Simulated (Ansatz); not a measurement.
One change: `FC(F)(F)[O][SnH3]` becomes `FB(F)C(F)(F)F`.

Ansatz, PBE0-D4/def2-TZVP geometries, multiplicity 1. 

Elements past krypton have def2 core potentials.

```json
{"property": "HOMO energy (B3LYP/def2-TZVPP) / eV", "`FC(F)(F)[O][SnH3]`": "-9.13"}
{"property": "size of the dipole moment (B3LYP/def2-TZVPP) / D", "`FC(F)(F)[O][SnH3]`": "4.02"}
{"property": "size of the dipole moment (ωB97M-V/def2-TZVPP) / D", "`FC(F)(F)[O][SnH3]`": "4.05"}
{"property": "HOMO–LUMO gap (B3LYP/def2-TZVPP) / eV", "`FC(F)(F)[O][SnH3]`": "7.82"}
{"property": "HOMO–LUMO gap (PBE/def2-TZVPP) / eV", "`FC(F)(F)[O][SnH3]`": "5.89"}
{"property": "LUMO energy (B3LYP/def2-TZVPP) / eV", "`FC(F)(F)[O][SnH3]`": "-1.31"}
```

Q: Give the same properties after the change, and the shifts. (An estimate is asked.)

A: Computed: 
```tsv
property	`FB(F)C(F)(F)F`	shift
HOMO energy (B3LYP/def2-TZVPP) / eV	-10.45	-1.32
size of the dipole moment (B3LYP/def2-TZVPP) / D	0.90	-3.12
size of the dipole moment (ωB97M-V/def2-TZVPP) / D	0.93	-3.12
HOMO–LUMO gap (B3LYP/def2-TZVPP) / eV	8.96	1.14
HOMO–LUMO gap (PBE/def2-TZVPP) / eV	6.59	0.70
LUMO energy (B3LYP/def2-TZVPP) / eV	-1.49	-0.18
```

With PBE0 the HOMO falls by 1.29 eV and the LUMO falls by 0.13 eV, so the gap widens by about 1.16 eV. PBE moves the HOMO by -1.08 eV and ωB97M-V by -1.37 eV. Dipoles are sizes alone; their direction can turn.

B3LYP here is the variant with VWN-RPA as its local correlation; programs differ in this.
